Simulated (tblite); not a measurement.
Question: Write Cartesian coordinates for `C=CC/[C]=C/C#CC` [radical] as optimised with GFN2-xTB. (Doublet state.)

Answer: 
```xyz
17
C8H9 angstrom
C     -3.542    0.911   -0.048
C     -2.755   -0.142   -0.164
C     -1.749   -0.323   -1.269
C     -0.401   -0.116   -0.749
C      0.245    0.223    0.332
C      1.655    0.312    0.431
C      2.848    0.396    0.550
C      4.285    0.496    0.678
H     -3.543    1.703   -0.779
H     -4.226    1.024    0.777
H     -2.756   -0.922    0.586
H     -1.940    0.393   -2.075
H     -1.826   -1.334   -1.683
H     -0.272    0.476    1.269
H      4.573    0.420    1.727
H      4.630    1.453    0.286
H      4.767   -0.307    0.120
```

Orientation and origin are arbitrary. Atoms count from 1 in this order. Of the pairs four or more bonds apart, C2···H14 is among the closest relative to their van der Waals radii: 2.93 Å, 101 % of the sum of Bondi's values. C1 (carbon bonded to C and 2 H) is planar (angles 122.0°, 121.8° and 116.2°, sum 360.0°, 0.00 Å off the plane of its three neighbours). C2 (carbon bonded to 2 C and H) is planar (angles 123.9°, 120.9° and 115.0°, sum 359.9°, 0.02 Å off the plane of its three neighbours). The 7 C–C bonds span 1.202 Å (C6≡C7, drawn triple) to 1.506 Å (C2–C3, drawn single), a spread of 0.304 Å.

Bonds between heavy atoms (Å): C1=C2 1.320, C2–C3 1.506, C3–C4 1.459, C4=C5 1.305, C5–C6 1.416, C6≡C7 1.202, C7–C8 1.446.

Structure optimised with GFN2-xTB, isolated species. This method treats the open shell by occupation alone, without spin polarisation.

Point group: C1 (no symmetry element, even within 0.4 Å). Its GFN2-xTB frequencies are all real (lowest 19 cm⁻¹). Torsions: C1–C2–C3–C4 106°, C2–C3–C4–C5 -4°.

One conformer stands for the species.

All values are computed, not measured.
